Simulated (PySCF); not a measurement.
# `Cc1c[n+](C)ccn1`: 4 charge schemes on one density

C₆H₉N₂ (charge +1).
Numbering: `[CH3:1][c:2]1[cH:3][n+:4]([CH3:5])[cH:6][cH:7][n:8]1` (hydrogens: H9, H10, H11 on C1; H12 on C3; H13, H14, H15 on C5; H16 on C6; H17 on C7)

Structure used (GFN2-xTB), in Å, numbered top down from 1:
```
atom  x, y, z in Å
C1     2.662   -0.306   -0.244
C2     1.276    0.190   -0.112
C3     0.181   -0.682   -0.018
N4    -1.056   -0.197    0.088
C5    -2.179   -1.098    0.208
C6    -1.251    1.126    0.109
C7    -0.147    1.966    0.012
N8     1.078    1.503   -0.095
H9     3.356    0.450    0.114
H10    2.809   -1.241    0.289
H11    2.886   -0.481   -1.297
H12    0.310   -1.754   -0.028
H13   -3.085   -0.629   -0.169
H14   -1.991   -2.016   -0.347
H15   -2.336   -1.358    1.258
H16   -2.259    1.499    0.201
H17   -0.262    3.041    0.021
```

Density: PBE0/pcSseg-1 (PySCF); schemes: Mulliken, IAO, Hirshfeld and ESP-fitted. Geometry: GFN2-xTB; no solvent, vibrations or thermal averaging. GFN2-xTB frequencies show an imaginary mode (39i cm⁻¹), so this geometry is no minimum at that level.

Q: Tabulate the Mulliken, IAO, Hirshfeld and ESP-fitted charges.

A: In e:

```csv
atom,environment,Mulliken,IAO,Hirshfeld,ESP-fitted
C1,benzylic-type carbon,-0.135,-0.445,-0.099,-0.625
C2,substituted aromatic carbon,-0.086,+0.183,+0.116,+0.817
C3,aromatic CH next to a ring nitrogen,+0.299,-0.035,+0.071,-0.568
N4,ring nitrogen,-0.556,+0.060,+0.083,+0.664
C5,N-methyl carbon,-0.072,-0.326,-0.019,-0.513
C6,aromatic CH next to a ring nitrogen,+0.196,-0.038,+0.070,-0.508
C7,aromatic CH next to a ring nitrogen,+0.133,+0.020,+0.071,+0.484
N8,ring nitrogen,-0.330,-0.195,-0.084,-0.622
H9,methyl hydrogen,+0.178,+0.199,+0.077,+0.213
H10,methyl hydrogen,+0.154,+0.174,+0.070,+0.185
H11,methyl hydrogen,+0.180,+0.194,+0.078,+0.202
H12,aromatic hydrogen,+0.162,+0.202,+0.098,+0.266
H13,methyl hydrogen,+0.174,+0.195,+0.089,+0.211
H14,methyl hydrogen,+0.175,+0.194,+0.089,+0.211
H15,methyl hydrogen,+0.191,+0.200,+0.089,+0.213
H16,aromatic hydrogen,+0.176,+0.208,+0.102,+0.263
H17,aromatic hydrogen,+0.162,+0.210,+0.097,+0.106
```

Mean size of the charges over all atoms: ESP-fitted 0.392 e, Mulliken 0.197 e, IAO 0.181 e, Hirshfeld 0.083 e. Each set sums to the total charge, 1, to within 0.001 e. The Mulliken scheme counts on each atom the diagonal of the density matrix times the overlap matrix over that atom's basis functions. The Hirshfeld scheme weights the molecular density at each point by an atom's share of the summed free-atom densities.

Lowest charge. The schemes don't all agree: Mulliken N4 (-0.556); IAO C1 (-0.445); Hirshfeld C1 (-0.099); ESP-fitted C1 (-0.625).

Highest charge. The schemes don't all agree: Mulliken C3 (+0.299); IAO H17 (+0.210); Hirshfeld C2 (+0.116); ESP-fitted C2 (+0.817).

Q: How many electrons does the IAO scheme count on C7?

A: Z − q = 6 − (+0.020) = 5.980.

Q: Sum the charges by element.

A: 
```tsv
element	atoms	Mulliken	IAO	Hirshfeld	ESP-fitted
C	6	+0.334	-0.642	+0.211	-0.913
N	2	-0.885	-0.136	0.000	+0.042
H	9	+1.551	+1.777	+0.790	+1.870
```

Q: How closely do the schemes follow one another over all atoms?

A: Correlation coefficient and root-mean-square difference: IAO with Hirshfeld 0.90, 0.147 e; IAO with ESP-fitted 0.75, 0.321 e; Hirshfeld with ESP-fitted 0.74, 0.398 e; Mulliken with Hirshfeld 0.48, 0.196 e; Mulliken with IAO 0.45, 0.219 e; Mulliken with ESP-fitted -0.03, 0.498 e.

These values come from a run that also computed NMR shieldings. Time: 28 s of wall time. Hardware: an Arm Neoverse V1 with one thread, no GPU, shared host.
